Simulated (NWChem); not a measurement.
System: C₂H₆BClS; SMILES CSB(Cl)C

```xyz
11

B      0.2927     0.4113     0.0000
Cl    -0.4343     2.0360     0.0000
C      1.8526     0.2211     0.0000
H      2.1791    -0.3635     0.8870
H      2.3969     1.1842     0.0000
H      2.1791    -0.3635    -0.8870
S     -0.9027    -0.9337     0.0000
C      0.1461    -2.4342     0.0000
H      0.7824    -2.4762    -0.9042
H     -0.5370    -3.3036     0.0000
H      0.7824    -2.4762     0.9042
```
Atoms are numbered in this order, from 1.

Computed with NWChem. STO-3G and 3-21G are far too small for this property and stand as cheap habits. Structure relaxed at the PBE-D3(BJ)/def2-SVP level. Field at 589 nm.

What does the run give for B3LYP/STO-3G? Quantities: isotropic polarisability (bohr³); anisotropy (bohr³).


- isotropic polarisability (bohr³): 32.2
- anisotropy (bohr³): 31.9
